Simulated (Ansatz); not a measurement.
Molecule: sum formula GeBr$_{2}$F$_{2}$, net charge 0, singlet state. 
Coordinates optimised at B3LYP-D3(BJ)/def2-TZVP (Ansatz, a first-principles code):
```xyz
5

F     -0.4292    -1.6167    -1.2833
Ge    -0.0696    -0.5553     0.0225
F      0.0303    -1.5652     1.4121
Br    -1.7864     0.9100     0.2872
Br     1.9526     0.4159    -0.3408
```

Basis-set convergence of Hartree-Fock and MP2 correlation energies (hartree) with Ansatz. Valence correlation only, unless marked. Spin-orbit coupling is left out. Frozen are the shells of the preceding noble gas and the d and f shells that filled before the atom's block. No relativistic terms.

```json
[
 {"basis": "cc-pVDZ", "functions": "109", "E(HF)": "-7419.15178", "E(corr, MP2)": "-0.69040"},
 {"basis": "cc-pVTZ", "functions": "189", "E(HF)": "-7419.46167", "E(corr, MP2)": "-0.93030"},
 {"basis": "cc-pVQZ", "functions": "314", "E(HF)": "-7419.49169", "E(corr, MP2)": "-1.02265"},
 {"basis": "cc-pV5Z", "functions": "494", "E(HF)": "-7419.49708", "E(corr, MP2)": "-1.06345"}
]
```

Extrapolating the two largest sets (X = 4 and 5) as X^-3: E(corr) = (125·(-1.06345) - 64·(-1.02265))/61 = -1.1063 Eh, an estimate of the basis-set limit. The largest set recovers 96.1 % of it, the smallest 62.4 %.
